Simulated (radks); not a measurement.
Results of a calculation; reference values are marked as such.
Q: Radial electron density D(r) = 4 pi r^2 rho(r) of an atom or ion with 41 electrons. Level of theory: scalar-relativistic Kohn-Sham, r2SCAN, spin-unpolarised, spherical densities, finite nucleus; meta-GGA in the generalised Kohn-Sham scheme; Fermi nuclear charge, rms radius of each element as measured or else 0.836 A^(1/3) + 0.57 fm (a radial shooting solver on a logarithmic mesh with Libxc functionals).

| r (bohr) | D(r) (e/bohr) |
|---|---|
| 0.001221 | 1.096 |
| 0.001421 | 1.441 |
| 0.001641 | 1.863 |
| 0.001911 | 2.435 |
| 0.002206 | 3.129 |
| 0.002569 | 4.059 |
| 0.002966 | 5.171 |
| 0.003453 | 6.641 |
| 0.003988 | 8.366 |
| 0.004643 | 10.60 |
| 0.005405 | 13.30 |
| 0.006242 | 16.35 |
| 0.007267 | 20.09 |
| 0.008393 | 24.12 |
| 0.00977 | 28.81 |
| 0.01128 | 33.53 |
| 0.01314 | 38.56 |
| 0.01517 | 43.08 |
| 0.01766 | 47.18 |
| 0.02056 | 50.15 |
| 0.02374 | 51.60 |
| 0.02764 | 51.50 |
| 0.03192 | 49.98 |
| 0.03716 | 47.43 |
| 0.04292 | 45.01 |
| 0.04997 | 43.63 |
| 0.05771 | 44.44 |
| 0.06718 | 47.99 |
| 0.07821 | 53.68 |
| 0.09032 | 59.40 |
| 0.1051 | 63.31 |
| 0.1214 | 63.03 |
| 0.1414 | 57.97 |
| 0.1633 | 50.25 |
| 0.1901 | 42.53 |
| 0.2195 | 38.91 |
| 0.2555 | 40.31 |
| 0.2975 | 44.91 |
| 0.3436 | 47.98 |
| 0.4 | 46.04 |
| 0.4619 | 38.72 |
| 0.5377 | 27.95 |
| 0.621 | 18.66 |
| 0.723 | 12.62 |
| 0.8349 | 10.58 |
| 0.972 | 10.37 |
| 1.132 | 9.962 |
| 1.307 | 8.499 |
| 1.521 | 6.175 |
| 1.757 | 4.043 |
| 2.045 | 2.465 |
| 2.362 | 1.680 |
| 2.75 | 1.335 |
| 3.176 | 1.173 |
| 3.697 | 0.9894 |
| 4.304 | 0.7504 |
| 4.971 | 0.5084 |
| 5.787 | 0.2888 |
| 6.683 | 0.1433 |
| 7.78 | 0.05660 |
| 8.985 | 0.01937 |
| 10.46 | 0.004993 |
| 12.08 | 0.001095 |
| 14.06 | 0.0001677 |

What is the nuclear charge?

A: Z = 41. The innermost maximum, from 1s, lies near gamma/Z bohr with gamma = sqrt(1 - (Z/c)^2) = 0.954, here 0.0233 bohr (found: 0.0253), and its height grows with Z. The density is that of neutral niobium in [Kr] 4d2 5s1 5p2; the configuration itself is not fixed sharply by these data, and Z only to a few units. D(r) has 4 maxima, at r = 0.0253, 0.112, 0.355, 0.972 bohr, and minima at 0.0512, 0.227, 0.926 bohr, inside which lie 2.04, 11.05, 29.66 electrons.
